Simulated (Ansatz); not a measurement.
Q: Name a neutral molecule of Cl, F, O, Si and H with HOMO energy (B3LYP/def2-TZVPP) between -8.10 and -7.80 eV and HOMO energy (ωB97M-V/def2-TZVPP) between -10.30 and -10.00 eV (Ansatz, PBE0-D4/def2-TZVP geometry).

A: `O[SiH2][SiH](F)Cl` (-7.90 eV, -10.16 eV); `O[SiH](Cl)[SiH2]F` (-7.90 eV, -10.15 eV). Other molecules can fit too; these were computed, each in one conformer that needn't be the lowest.

B3LYP here is the variant with VWN-RPA as its local correlation; programs differ in this.
